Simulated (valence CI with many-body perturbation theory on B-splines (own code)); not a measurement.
A CI+MBPT run for Sm23+

Calculated by relativistic CI+MBPT: three valence electrons over a frozen Dirac-Fock core [Kr], a basis of 6 s, 6 p, 5 d, 5 f, 1 g functions for each j, with the one-electron correlation potential Σ1 (screened to all orders), the two-electron term Σ2, the three-electron term Σ3, Breit, model QED; selected single and double excitations, second order for the rest, scaled by the run's own slope (own B-spline code, finite nucleus).

Command, and the settings that its task file holds:

```sh
python run_cv.py task.json out
```

```
atom Sm  Z=62  mass_number=152  rms_radius_fm=5.0819
core [Kr]
valence 4d3
avg = 1
basis = S
breit = 1
cap = 10000
capref = 1200
cscale = 1
de = 0.0
dress = 0
eps = 2e-08
extrap = 1
h = 0.27
hh = 1
l2 = 3
lcore = 1
maxit = 60
n2 = 5
natural = 1
nlev = 20
nno = [3, 3, 3, 3, 1]
nroot = 26
nsp = [3, 3, 2, 2, 0]
pt2 = 1
qed = 1
rpa = 1
s1 = 1
s2 = 1
s3 = 1
screen = 1
tol = 2e-05
whole = 1
```

It took 22 s on 1 thread of Arm Neoverse N1, on a shared host.

Log. The first blocks belong to the next ion, which gives the ionisation energy. Fields: 2J, parity (1 odd), roots, reference size, generating configurations, candidates as configurations/state functions, variational space P, stored matrix elements, Davidson steps; e2 is the range of second-order energies in hartree. The first line gives the box (bohr), its intervals, the orbitals and the steps of their self-consistent field. Window is the range of levels sought, series limit the energy at which the first omitted orbital would enter, core excitation an estimate of the first excitation out of the core, left out the lowest levels not solved, and shifts from estimates the range by which levels moved from their first estimate, all in cm⁻¹.

```
rmax 6.2 intervals 60 orbitals 40 references ['4d3', '4d2 4f', '4d2 5s', '4d2 5p', '4d 4f2'] scf 4 t 2.3
2J=4 par=0 roots 2 ref 42 generators 3 cand 259/259 P 301/301 nnz 0 it 0
2J=4 par=0 roots 2 ref 42 generators 6 cand 30/30 P 331/331 nnz 0 it 0
   second order: generators 8 cand 4/4 e2 -0.00000 -0.00000
2J=0 par=0 roots 2 ref 17 generators 4 cand 106/106 P 123/123 nnz 0 it 0
2J=0 par=0 roots 2 ref 17 generators 5 cand 2/2 P 125/125 nnz 0 it 0
   second order: generators 7 cand 0/0 e2 -0.00000 -0.00000
2J=6 par=0 roots 2 ref 32 generators 2 cand 227/227 P 259/259 nnz 0 it 0
2J=6 par=0 roots 2 ref 32 generators 8 cand 13/13 P 272/272 nnz 0 it 0
   second order: generators 13 cand 10/10 e2 -0.00000 -0.00000
reference levels 455, estimated 19, window 212153 1/cm; series limit 3384003, core excitation 894237
2J=3 par=0 roots 5 ref 38 generators 9 cand 98/250 P 745/1822 nnz 0 it 4
2J=3 par=0 roots 5 ref 38 generators 10 cand 141/414 P 886/2236 nnz 0 it 5
   second order: generators 12 cand 1099/2453 e2 -0.00001 -0.00000
2J=5 par=0 roots 5 ref 44 generators 6 cand 120/373 P 743/2126 nnz 0 it 4
2J=5 par=0 roots 5 ref 44 generators 8 cand 142/482 P 885/2608 nnz 1.5e+06 it 6
   second order: generators 15 cand 1522/4055 e2 -0.00001 -0.00000
2J=7 par=0 roots 3 ref 38 generators 3 cand 97/252 P 659/1828 nnz 0 it 4
2J=7 par=0 roots 3 ref 38 generators 6 cand 119/447 P 778/2275 nnz 0 it 5
   second order: generators 10 cand 1342/3808 e2 -0.00001 -0.00000
2J=1 par=0 roots 2 ref 21 generators 5 cand 88/145 P 626/995 nnz 0 it 0
2J=1 par=0 roots 2 ref 21 generators 6 cand 137/237 P 763/1232 nnz 0 it 0
   second order: generators 9 cand 888/1352 e2 -0.00000 -0.00000
2J=9 par=0 roots 3 ref 31 generators 4 cand 77/175 P 591/1445 nnz 0 it 4
2J=9 par=0 roots 3 ref 31 generators 8 cand 81/245 P 672/1690 nnz 0 it 4
   second order: generators 12 cand 1309/3653 e2 -0.00001 -0.00000
2J=11 par=0 roots 1 ref 19 generators 1 cand 50/100 P 433/924 nnz 0 it 0
2J=11 par=0 roots 1 ref 19 generators 3 cand 50/158 P 483/1082 nnz 0 it 0
   second order: generators 6 cand 1191/2928 e2 -0.00001 -0.00001
left out: unestimated 1115811, estimated none, shifts from estimates -33 to 7
operators 5.0
```

The Davidson iterations converged. The settings are bad on purpose, so the numbers may not be properties of the ion.

No measured spectrum was set against this ion. As an estimate, terms of the open shell hold to 2 to 4 % of their energy, and close levels can change places. Only levels of the ground parity were solved; by the run's estimate the other parity begins above the list, which can be wrong where configurations are misplaced.

```
Valence energy                            : -86.14958 hartree
Ionisation energy                         : 741.16 eV (NIST: 742 ± 4 eV (theoretical))
Reference configurations for the orbitals : 4d3, 4d2 4f, 4d2 5s, 4d2 5p, 4d 4f2
Radial orbitals                           : 40
Box radius                                : 6.222 bohr
Largest variational space                 : 2608
Lowest levels                             : (4d3/2^3) J=3/2 0.0, (4d3/2^2 4d5/2) J=5/2 [a] 36363, (4d3/2^2 4d5/2) J=3/2 53804, (4d3/2^2 4d5/2) J=7/2 55916, (4d3/2^2 4d5/2) J=1/2 63106, (4d3/2^2 4d5/2) J=9/2 63686, (4d3/2^2 4d5/2) J=5/2 [b] 95346, (4d3/2 4d5/2^2) J=7/2 [a] 97760, (4d3/2 4d5/2^2) J=9/2 104800, (4d3/2 4d5/2^2) J=3/2 [a] 111570, (4d3/2 4d5/2^2) J=1/2 117890, (4d3/2 4d5/2^2) J=11/2 130540, (4d3/2 4d5/2^2) J=5/2 [a] 133100, (4d3/2 4d5/2^2) J=5/2 [b] 140290 cm⁻¹
```

Levels are named by their leading jj configuration (3d3/2^4 stands for four electrons in 3d with j = 3/2), which in mixed levels can hold well under half, so a name can repeat and another be missing. Letters in brackets count levels of one name in rising energy.
